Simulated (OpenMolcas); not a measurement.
## What dynamic correlation does to the levels of Rh2+

```yaml
Program: OpenMolcas
Basis: ANO-RCC-VTZP [7s6p4d2f1g]
Scalar_Hamiltonian: DKH2, point nucleus
Active_space: 7 electrons in 9 orbitals (RAS2 4d 5s; RAS3 5p, at most 2 electrons)
State_averaging: 2S+1 = 4 even, 60 roots; 2S+1 = 6 even, 6 roots kept (CI in the orbitals of an earlier block, 5 in the spin-orbit step); 2S+1 = 2 even, 83 roots kept (CI in the orbitals of an earlier block); 2S+1 = 4 odd, 87 roots (49 in the spin-orbit step); 2S+1 = 6 odd, 15 roots kept (CI in the orbitals of an earlier block); 2S+1 = 2 odd, 45 roots kept (CI in the orbitals of an earlier block, 0 in the spin-orbit step)
Spin-orbit_coupling: state interaction with AMFI integrals over the reference wave functions, term energies averaged over their components
```

Methods on the same reference wave functions:
A. RASSCF
B. SS-RASPT2, IPEA 0.25 Eh, imaginary shift 0.1 Eh (closed shells correlated: 4s 4p)
C. MS-RASPT2, IPEA 0.25 Eh, imaginary shift 0.1 Eh (closed shells correlated: 4s 4p)

Energies in cm-1 above 4d7 4F 9/2, the measured ground level; measured values from the list in Shadmi, J. Res. Natl. Bur. Stand. 70A, 435 (1966).

```
               Level      A      B      C  Measured
          4d7 4F 9/2    0.0    0.0    0.0       0.0
          4d7 4F 7/2   2188   2230   2230      2148
          4d7 4F 5/2   3620   3610   3610      3486
          4d7 4F 3/2   4538   4480   4480      4322
          4d7 4P 5/2  14886  11050  11030     11062
          4d7 4P 3/2  14989  10970  10960     10997
          4d7 2G 9/2  15898  13190  13200          
          4d7 4P 1/2  16426  12530  12510          
          4d7 2G 7/2  18043  15320  15320          
   4d7 2P 3/2 [54 %]  20542  16150  16160          
         4d7 2H 11/2  21377  18050  18050          
       4d7 2D 5/2(1)  22587  18450  18450          
          4d7 2P 1/2  22876  18190  18190          
          4d7 2H 9/2  23507  20240  20240          
4d7 2D 3/2(1) [69 %]  26277  21990  21990          
          4d7 2F 5/2  34680  27150  27160          
          4d7 2F 7/2  35707  28250  28250          
       4d6 5s 6D 9/2  37232  42040  42050     43022
       4d6 5s 6D 7/2  38522  43340  43340     44394
       4d6 5s 6D 5/2  39394  44200  44200     45278
       4d6 5s 6D 3/2  39980  44770  44780     45877
       4d6 5s 6D 1/2  40326  45120  45130          
    4d6 5s 4D 7/2(1)  49786  52840  52840          
    4d6 5s 4D 5/2(1)  51305  54370  54380
```

Deviations, from unrounded energies. A percentage is the sum of absolute deviations over the sum of measured energies, with the sign that they share, or ± where signs differ.

| Against measurement | Levels | A | B | C |
| --- | --- | --- | --- | --- |
| mean absolute deviation (cm-1) | 9 | 3500 | 510 | 520 |
| fine structure of the ground term (%) | 3 | +3.9 | +3.7 | +3.7 |
| other terms of the ground configuration (%) | 2 | +35.4 | -0.2 | -0.3 |
| other configurations (%) | 4 | -13.1 | -2.4 | -2.3 |

B, C lie about equally close to measurement and A furthest from it. The largest miss of B in the table is 4d6 5s 6D 3/2, by -1100 cm-1. The ranking rests on the paired levels alone, and a cruder setting can come out closer through cancelling errors.

Between B and C the level of the table that moves most is 4d7 4P 1/2, by 21 cm-1 (lowest in C, highest in B). Moves below CASPT2's spread within the term are not significant.

The two smallest mean deviations differ by little beside CASPT2's spread within terms, so their order carries little weight.

From A to B the spin-free energies of the other terms of 4d7 shown, above 4F, scale by factors of 0.71 to 0.83, as is usual when dynamic correlation screens the repulsion within a d or f shell.

The lowest spin-free term lies below A's lowest term by 0.481 hartree in B, 0.481 hartree in C.

Term energies are means over components that CASPT2 splits; among the terms shown or strongly mixed into the levels shown the widest spread is 960 cm-1 (4d7 4F, C). Some high roots are left out of the spin-orbit mixing, which shifts the levels that they would mix with. Terms from blocks run as CI alone lack orbitals of their own. A single d shell beside an s shell can misplace configurations of different d count against each other. Without dynamic correlation excited terms often stand tens of per cent too high (terms of higher spin than the ground term too low), and those without a measured partner can miss by more than the paired ones (holds for A). The CASPT2 spread within a term exceeds the gap to the next term for 4d7 2H and 4d7 2D(1), so the order of their levels is uncertain (holds for B; C). Blocks of more than 70 roots (2S+1 = 2 even) ran without multistate coupling (holds for C). Measured partners are found by configuration, term and J. A level has none where our copy of the source lacks it or the pairing is in doubt (some pairs that miss far off the trend of their configuration count as doubtful), and it then counts in no deviation. Only configurations of the active space appear. Levels that lie high or do not pair safely by name in every column are left out.

A share in square brackets marks a mixed level and gives the weight of the term that names it, the lowest over the columns. A number in round brackets counts repeated terms of one configuration in the order of the reference energies.
